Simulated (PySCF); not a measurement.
C2H8O2Si, SMILES C[Si@H](O)CO. Atoms are numbered in the order given.

```xyz
13

C      2.1539    -0.3073     0.2708
Si     0.4555     0.1998    -0.3282
O     -0.1916     1.4735     0.5652
C     -0.8521    -1.1263    -0.0364
O     -2.1432    -0.5559    -0.1928
H      2.8929     0.4983     0.1328
H      2.5120    -1.1876    -0.2891
H      2.1289    -0.5689     1.3409
H      0.5205     0.6033    -1.7670
H      0.0374     2.3703     0.3047
H     -0.7184    -1.5862     0.9661
H     -0.7551    -1.9500    -0.7642
H     -2.1282     0.2847     0.2847
```
Charge 0, spin multiplicity 1.

Coordinates come from a ωB97X-D3(BJ)/def2-SVP optimisation. The structure was generated by enumeration; whether it is a known compound was not checked. The values are those of a single conformer.

Computed with PBE/def2-TZVP (PySCF).

Atomic charges (e):

```csv
atom,Löwdin,meta-Löwdin
C1,-0.46,-0.62
Si2,0.13,0.94
O3,-0.12,-0.74
C4,-0.47,-0.25
O5,-0.03,-0.52
H6,0.13,0.13
H7,0.14,0.14
H8,0.13,0.13
H9,-0.04,-0.13
H10,0.17,0.35
H11,0.12,0.10
H12,0.13,0.13
H13,0.17,0.34
```

Problem. Give the Mayer and Wiberg (Löwdin basis) orders of the bonds. (The exact figures need the calculation; the answer reports its results.)

Solution. 
```tsv
bond	Mayer	Wiberg
C1–Si2	0.97	1.22
Si2–O3	1.16	1.60
Si2–C4	1.01	1.11
C4–O5	1.03	1.60
C1–H6	0.95	0.90
C1–H7	0.94	0.90
C1–H8	0.94	0.90
Si2–H9	0.93	0.89
O3–H10	0.89	1.03
C4–H11	0.92	0.88
C4–H12	0.93	0.88
O5–H13	0.88	1.01
```
